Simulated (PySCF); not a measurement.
2-methylbut-1-ene (C5H10), SMILES CCC(C)=C.

Geometry optimised at PBE0-D3(BJ)/def2-SVP. The values are those of a single conformer.

Two levels are set side by side: TDA-PBE/def2-SVPD (PySCF) and TDA-CAM-B3LYP/def2-SVPD (PySCF). Vertical, same geometry. The lowest singlet is HOMO→LUMO+1 92 % with PBE and HOMO→LUMO 75 %, HOMO→LUMO+1 13 % with the other functional; states are paired by order. Differences are taken from unrounded values.

```csv
quantity,TDA-PBE
lowest singlet excitation (eV),6.02
lowest triplet excitation (TDA) (eV),4.37
first bright state (f over 0.05) (eV),6.88
its oscillator strength,0.07
```

**Question.** These are the TDA-PBE values. What does TDA-CAM-B3LYP give? (The exact figures need the calculation; the answer reports its results.)

**Answer.** 
| quantity | TDA-CAM-B3LYP | TDA-PBE minus TDA-CAM-B3LYP |
|---|---|---|
| lowest singlet excitation (eV) | 6.86 | -0.83 |
| lowest triplet excitation (TDA) (eV) | 4.30 | 0.07 |
| first bright state (f over 0.05) (eV) | 7.53 | -0.65 |
| its oscillator strength | 0.49 | -0.42 |

Functionals without exact exchange tend to place singlet excitations lower, as here. Differences between two approximate levels are no errors against the true value.

Rough cost on one machine, each run with all the roots and properties that it gave: TDA-CAM-B3LYP against TDA-PBE about 4 times.
